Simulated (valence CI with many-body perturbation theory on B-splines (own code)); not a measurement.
Values are calculated unless marked as measured or tabulated.
# From CI to CI+MBPT in Tl XLI

Method: configuration interaction combined with many-body perturbation theory (CI+MBPT): five valence electrons over a frozen Dirac-Fock core [Kr], a basis of 7 s, 7 p, 8 d, 6 f, 4 g, 1 h functions for each j, with the one-electron correlation potential Σ1, the two-electron term Σ2, the three-electron term Σ3, Breit, model QED; selected CI, second order for the rest (own B-spline code, finite nucleus).

No measured spectrum was set against this ion. As an estimate, large intervals hold to a few tenths of a per cent, small ones and those within an open d or f shell to about a per cent. Only levels of the ground parity were solved; by the run's estimate the other parity begins above the list, which can be wrong where configurations are misplaced.

Each rung adds one term. CI alone is the Dirac-Coulomb CI over the frozen core; QED comes last and gives the full result, which names the levels. Energies are above (4d3/2^4 4d5/2) J=5/2 on the same rung, in eV.

Levels are named by their leading jj configuration (3d3/2^4 stands for four electrons in 3d with j = 3/2), which in mixed levels can hold well under half, so a name can repeat and another be missing. Letters in brackets count levels of one name in rising energy.

```tsv
Level	CI alone	+ Σ1	+ Σ2	+ Σ3	+ Breit	Full
(4d3/2^3 4d5/2^2) J=5/2 [a]	23.159	23.276	23.458	23.596	23.069	23.143
(4d3/2^3 4d5/2^2) J=7/2 [a]	28.892	29.010	28.894	28.878	28.280	28.353
(4d3/2^3 4d5/2^2) J=3/2 [a]	29.285	29.402	29.472	29.420	28.922	28.995
(4d3/2^3 4d5/2^2) J=11/2	30.385	30.506	30.188	30.157	29.386	29.459
(4d3/2^3 4d5/2^2) J=9/2	32.235	32.357	32.053	31.993	31.312	31.386
(4d3/2^3 4d5/2^2) J=5/2 [b]	33.482	33.605	33.409	33.324	32.715	32.790
(4d3/2^3 4d5/2^2) J=1/2	34.641	34.767	34.701	34.588	34.042	34.119
(4d3/2^3 4d5/2^2) J=7/2 [b]	35.713	35.836	35.473	35.265	34.653	34.726
(4d3/2^3 4d5/2^2) J=3/2 [b]	42.368	42.497	42.535	42.296	41.769	41.848
(4d3/2^2 4d5/2^3) J=5/2 [a]	51.431	51.661	51.956	52.023	50.996	51.141
(4d3/2^2 4d5/2^3) J=7/2 [a]	55.647	55.884	55.873	55.862	54.729	54.876
(4d3/2^2 4d5/2^3) J=11/2	56.721	56.961	56.738	56.727	55.435	55.582
(4d3/2^2 4d5/2^3) J=9/2 [a]	57.255	57.493	57.346	57.302	56.085	56.232
(4d3/2^2 4d5/2^3) J=1/2 [a]	58.352	58.590	58.632	58.562	57.535	57.683
(4d3/2^2 4d5/2^3) J=13/2	59.759	60.002	59.567	59.493	58.057	58.205
(4d3/2^2 4d5/2^3) J=3/2 [a]	59.017	59.252	59.654	59.546	58.509	58.657
(4d3/2^2 4d5/2^3) J=5/2 [b]	59.974	60.212	60.156	60.036	58.921	59.068
(4d3/2^2 4d5/2^3) J=9/2 [b]	62.677	62.914	62.984	62.826	61.632	61.779
(4d3/2^2 4d5/2^3) J=7/2 [b]	63.970	64.211	63.893	63.680	62.461	62.609
```

(1) How does the ionisation energy move along the ladder, and which term matters most?

Results:

(1) CI alone 1916.8, + Σ1 1919.4, + Σ2 1923.0, + Σ3 1923.0, + Breit 1922.3, + QED 1922.3 eV. The largest step is Σ2, 3.5 eV. NIST lists 1920 ± 4 eV (theoretical).
